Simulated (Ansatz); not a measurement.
Geometry optimisation, UKS B3LYP-D4/def2-SVP (Ansatz).

Input:

```yaml
crystal:
  periodic: [false, false, false]
  atoms:
    - { symbol: O, position_ang: [0.58911, -1.62108, 2.98218] }
    - { symbol: Si, position_ang: [0.69435, -0.94297, 1.64585] }
    - { symbol: C, position_ang: [0.79052, -0.11282, 0.10557] }
    - { symbol: Si, position_ang: [-0.6629, 0.54486, -0.88752] }
    - { symbol: H, position_ang: [1.76639, -0.05834, -0.36049] }
    - { symbol: H, position_ang: [-1.41865, 1.54738, -0.11904] }
    - { symbol: H, position_ang: [-0.14231, 1.16022, -2.11243] }
    - { symbol: H, position_ang: [-1.61652, -0.51725, -1.25412] }
magnetization:
  spin_polarized: true
basis:
  gaussian: { orbitals: def2-SVP }
hamiltonian:
  xc: b3lyp
  dispersion: d4
relax:
  f_tol: 0.02
  max_steps: 50
```

Launched with:

```bash
$ ansatz run input.yaml --threads 2 --pin off --max-ram 3072MiB --backend cpu --events-out ev --progress --plain --runs-dir out
```

**Question.** Where does it end, and by what steps?

**Answer.** It converged. After 14 steps the energy has fallen by 0.177 eV; H5 moved furthest, 0.85 Å.

| step | energy less start (eV) | largest force component (eV/Å) | accepted |
| --- | --- | --- | --- |
| 0 | 0.0000 | 2.943 | yes |
| 1 | -0.0882 | 1.253 | yes |
| 2 | -0.1051 | 0.044 | yes |
| 3 | -0.1057 | 0.036 | yes |
| 4 | -0.1069 | 0.070 | yes |
| 5 | -0.1079 | 0.327 | yes |
| 6 | -0.1139 | 0.190 | yes |
| 7 | -0.1307 | 0.354 | yes |
| 8 | -0.1447 | 0.535 | yes |
| 9 | -0.1604 | 0.355 | yes |
| 10 | -0.1734 | 0.356 | yes |
| 11 | -0.1753 | 0.115 | yes |
| 12 | -0.1764 | 0.025 | yes |
| 13 | -0.1765 | 0.024 | yes |
| 14 | -0.1766 | 0.009 | yes |

```xyz
8
Properties=species:S:1:pos:R:3
O 0.684 -0.901 3.139
Si 0.733 -0.694 1.628
C 0.732 -0.430 -0.044
Si -0.634 0.515 -0.867
H 1.575 -0.847 -0.607
H -1.606 0.932 0.189
H -0.128 1.739 -1.559
H -1.357 -0.313 -1.879
```

Run time: 19 s on 2 threads of Intel(R) Xeon(R) 6975P-C (Granite Rapids), with other jobs on the host, peak memory 0.25 GiB.
